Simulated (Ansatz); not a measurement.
Isolated molecules relaxed with PBE0-D4/def2-TZVP in Ansatz; ΔE leaves out vibrations. CCSD(T)/CBS is the MP2 limit (def2-TZVPP, def2-QZVPP) plus CCSD(T) − MP2 in def2-TZVPP, frozen cores. This one scheme is used for every species. Functionals use def2-TZVPP. HSE06 is defined as in plane-wave codes. For Br outer-core shells are correlated without core-valence functions, which leaves a few kJ/mol of doubt a bond. Scalar relativity is left out up to krypton. One conformer a species, not always the lowest.

Consider the substitution at a C–O bond: `Oc1cccc2ccccc12` + HBr → `Brc1cccc2ccccc12` + H₂O.

`Oc1cccc2ccccc12`:

Cartesian coordinates in Å:
```
O -2.273 0.918 -1.514
C -0.961 0.735 -1.232
C -0.045 1.242 -2.116
C 1.329 1.087 -1.879
C 1.781 0.432 -0.767
C 0.862 -0.102 0.160
C 1.293 -0.785 1.318
C 0.398 -1.303 2.211
C -0.983 -1.165 1.984
C -1.435 -0.509 0.872
C -0.536 0.042 -0.067
H -2.811 0.560 -0.803
H -0.403 1.764 -2.995
H 2.034 1.497 -2.593
H 2.842 0.314 -0.583
H 2.359 -0.890 1.487
H 0.748 -1.824 3.095
H -1.691 -1.581 2.692
H -2.509 -0.431 0.730
```

HBr:

```xyz
2

Br   -0.275   -0.605   -0.251
H     0.275    0.605    0.251
```

`Brc1cccc2ccccc12`:

Z-matrix (Å, degrees):
```
C
Br 1 1.891
C 1 1.366 2 118.0
C 1 1.416 2 120.0 3 180.0
C 3 1.406 1 119.8 2 -180.0
H 3 1.082 1 119.9 2 0.0
C 4 1.411 1 124.0 2 0.0
C 4 1.425 1 117.3 2 -180.0
C 5 1.365 3 120.4 1 -0.0
H 5 1.084 3 119.1 1 -180.0
C 7 1.367 4 120.8 1 -180.0
H 7 1.082 4 118.9 1 -0.0
C 8 1.412 4 118.9 1 -180.0
H 9 1.084 5 120.6 3 -180.0
C 11 1.406 7 120.6 4 -0.0
H 11 1.084 7 119.7 4 -180.0
H 13 1.085 8 118.4 4 -180.0
H 15 1.084 11 119.8 7 -180.0
```

H₂O:

Z-matrix (Å, degrees):
```
O
H 1 0.960
H 1 0.960 2 105.1
```

CCSD(T)/CBS gives -0.21 eV.

Task: Another level gave -0.07 eV. Which?
A. HSE06-D4/def2-TZVPP
B. BHLYP/def2-TZVPP
C. RPA@PBE/def2-TZVPP
D. LDA (SPW92)/def2-TZVPP

Result: A. HSE06-D4 -0.07, BHLYP 0.01, RPA@PBE/def2-TZVPP -0.15, LDA (SPW92) 0.08 eV.

Largest T1 diagnostic among the species: 0.011.

At CCSD(T), def2-SVP lies +0.35 eV from the extrapolated value and def2-TZVPP +0.04 eV. The D4 term adds −0.08 eV with B3LYP and −0.04 eV with PBE0; it sums over pairs of atoms, weighted by their polarisabilities, and B3LYP, whose exchange is more repulsive, gets the larger term.

B3LYP here is the variant with VWN-RPA as its local correlation; programs differ in this.
